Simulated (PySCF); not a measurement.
## Electron correlation in S(3+) (sulfur, charge +3)

[Ne] 3s2 3p1, 2P determinant. All numbers are calculated (PySCF 2.14, scalar relativity by spin-free X2C-1e, in aug-cc-pCVTZ-DK with one added diffuse shell each of s, p, d, f type (9s8p6d4f, 91 functions)). Frozen: 1s2; 11 electrons correlated.

```
  level  correlation energy (mhartree)
   CCSD                        -363.63
    (T)                          -3.52
CCSD(T)                        -367.15
```

Diagnostics: T1 = 0.0062, D1 = 0.0259, largest double amplitude 0.100.

Is a single reference adequate?

Mostly. T1 lies below 0.03, but a double amplitude of this size points to a near-degeneracy that CCSD handles and MP2 describes poorly.
